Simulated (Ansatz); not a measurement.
Reaction (SMILES): C[SiH]C → C[SiH-]C (an electron is taken up)
Structures are relaxed separately at B3LYP-D3(BJ)/def2-TZVP in Ansatz (a program for electronic structure).
Geometry of the first species:
```xyz
10

Si     0.0954     0.5837     0.0456
C     -1.6121    -0.2121     0.0226
C      1.4535    -0.6938    -0.2247
H      0.3109     1.2896     1.3419
H     -1.8059    -0.6978    -0.9355
H     -1.6892    -0.9719     0.8069
H     -2.3959     0.5276     0.1923
H      1.4169    -1.4600     0.5564
H      1.3376    -1.1917    -1.1891
H      2.4418    -0.2327    -0.1979
```
Charge 0, spin multiplicity 2.

Wanted: adiabatic electron affinity (electronic energy difference), positive where the reaction releases energy, in eV. Correlated levels leave the core frozen unless marked. Open shells are spin-unrestricted. Spin-orbit coupling is left out. Non-relativistic. Anions need diffuse functions: aug- sets have them; def2-D sets add few; the other sets have none. Basis-set limits of correlation are two-point, X^-3; Hartree-Fock from the larger set.

```csv
level,program,adiabatic electron affinity (eV)
PBE-D3(BJ)/def2-TZVPD,Ansatz + dftd3,(withheld)
BLYP/def2-TZVPD,Ansatz,0.79
BHLYP-D3(BJ)/def2-TZVPD,Ansatz + dftd3,0.61
BHLYP/def2-TZVPD,Ansatz,0.61
LC-wPBE-D3(BJ)/def2-TZVPD,Ansatz + dftd3,(withheld)
B2GP-PLYP/def2-TZVPD,Ansatz,0.73
RPA@PBE/cc-pV(Q+d)Z,Ansatz,1.17
SCS-MP2/STO-3G,Ansatz,-4.33
SCS-MP2/cc-pV(T+d)Z,Ansatz,0.61
CCSD/6-31G*,Ansatz,(withheld)
CCSD/aug-cc-pV(Q+d)Z,Ansatz,(withheld)
CCSD/cc-pV(5+d)Z,Ansatz,0.77
"CCSD(T)/CBS(aug-cc-pV(T+d)Z,aug-cc-pV(Q+d)Z)",Ansatz,0.91
```

Question: Fill in the missing entries.

Answer: 
- PBE-D3(BJ)/def2-TZVPD, adiabatic electron affinity (eV): 0.82
- LC-wPBE-D3(BJ)/def2-TZVPD, adiabatic electron affinity (eV): 0.64
- CCSD/6-31G*, adiabatic electron affinity (eV): 0.11
- CCSD/aug-cc-pV(Q+d)Z, adiabatic electron affinity (eV): 0.80
